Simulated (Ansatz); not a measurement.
Saddle point of SnH6SeS, singlet (SnH₄S ([SH][SnH3]) + H₂Se → SnH₄Se ([SeH][SnH3]) + H₂S; bonds formed: Sn1–Se7, S2–H6; bonds broken: Sn1–S2, H6–Se7), PBE0-D4/def2-TZVP structure:

```json
{"atom": "Sn1", "x (Å)": "-0.9317", "y (Å)": "-0.6423", "z (Å)": "-0.0541"}
{"atom": "S2", "x (Å)": "1.1419", "y (Å)": "0.0834", "z (Å)": "1.5191"}
{"atom": "H3", "x (Å)": "-0.6133", "y (Å)": "-1.7692", "z (Å)": "-1.2914"}
{"atom": "H4", "x (Å)": "-1.4089", "y (Å)": "-1.5958", "z (Å)": "1.3085"}
{"atom": "H5", "x (Å)": "-2.1884", "y (Å)": "0.4958", "z (Å)": "-0.2434"}
{"atom": "H6", "x (Å)": "1.2963", "y (Å)": "0.8950", "z (Å)": "0.2289"}
{"atom": "Se7", "x (Å)": "0.7010", "y (Å)": "1.2719", "z (Å)": "-1.5418"}
{"atom": "H8", "x (Å)": "0.3978", "y (Å)": "1.0427", "z (Å)": "2.0958"}
{"atom": "H9", "x (Å)": "1.6054", "y (Å)": "0.2187", "z (Å)": "-2.0218"}
```

Energies are electronic, without zero-point energy. Barriers and step energies count from the start structure reached by relaxing down the imaginary mode; all methods use the PBE0-D4 structures, on which another method's saddle can fall below an end. Computed with Ansatz 0.2.0 (basis: def2-TZVPP, with def2-QZVPP for the basis limit); correlated methods freeze the cores. Filled d shells of the heavier atoms are correlated. Core potentials replace the inner electrons of the atoms past krypton. The def2 sets are not built for correlating such inner shells, so the correlated values are less sure here. B3LYP uses VWN-RPA correlation. Extrapolation: Hartree–Fock as exp(−7.88 √X), correlation as X^−2.97.

```json
{"method": "SPW92", "barrier (kcal/mol)": "13.86", "step energy (kcal/mol)": "-3.33"}
{"method": "PBE-D4", "barrier (kcal/mol)": "17.78", "step energy (kcal/mol)": "-3.68"}
{"method": "BLYP-D4", "barrier (kcal/mol)": "20.62", "step energy (kcal/mol)": "-3.65"}
{"method": "r2SCAN-D4", "barrier (kcal/mol)": "?", "step energy (kcal/mol)": "-3.71"}
{"method": "B97M-V", "barrier (kcal/mol)": "?", "step energy (kcal/mol)": "-2.39"}
{"method": "PBE0-D4", "barrier (kcal/mol)": "22.67", "step energy (kcal/mol)": "-3.93"}
{"method": "B3LYP-D4", "barrier (kcal/mol)": "?", "step energy (kcal/mol)": "-3.88"}
{"method": "r2SCAN0-D4", "barrier (kcal/mol)": "24.70", "step energy (kcal/mol)": "-4.01"}
{"method": "BHLYP-D4", "barrier (kcal/mol)": "29.97", "step energy (kcal/mol)": "-4.09"}
{"method": "CAM-B3LYP-D4", "barrier (kcal/mol)": "29.12", "step energy (kcal/mol)": "-3.78"}
{"method": "wB97X-V", "barrier (kcal/mol)": "30.08", "step energy (kcal/mol)": "-3.59"}
{"method": "wB97M-V", "barrier (kcal/mol)": "28.77", "step energy (kcal/mol)": "-3.63"}
{"method": "B2PLYP", "barrier (kcal/mol)": "27.49", "step energy (kcal/mol)": "-4.07"}
{"method": "PBE-QIDH", "barrier (kcal/mol)": "26.94", "step energy (kcal/mol)": "-4.00"}
{"method": "RPA on PBE", "barrier (kcal/mol)": "28.96", "step energy (kcal/mol)": "-3.26"}
{"method": "HF", "barrier (kcal/mol)": "42.69", "step energy (kcal/mol)": "-4.77"}
{"method": "MP2", "barrier (kcal/mol)": "28.06", "step energy (kcal/mol)": "-3.71"}
{"method": "CCSD", "barrier (kcal/mol)": "32.77", "step energy (kcal/mol)": "-3.78"}
{"method": "CCSD(T)", "barrier (kcal/mol)": "29.67", "step energy (kcal/mol)": "-3.56"}
```

(1) Fill in the withheld barriers. (To be estimated.)

T1 diagnostic: at most 0.013.

Answers

(1) By the calculation: r2SCAN-D4 21.09; B97M-V 25.92; B3LYP-D4 24.60 kcal/mol. Each is the energy of the saddle less that of the start structure, by the same method.

For comparison, the barrier by CCSD(T) at an estimated basis limit (MP2 extrapolated from triple and quadruple zeta, plus CCSD(T) − MP2 in triple zeta) is 27.12 kcal/mol.

Labels in which every atom is bracketed show which atoms are joined, not bond orders.

For scale, one of the runs: CCSD(T)/def2-TZVPP, 224 basis functions, launched by `ansatz run in.yaml --threads 8 --pin off --events-out ev --progress --plain --max-ram 19148MiB`. Time: 85 s of wall clock on 8 CPU threads of an Arm Neoverse V2; the host was shared. Peak host memory: 3.9 GiB.
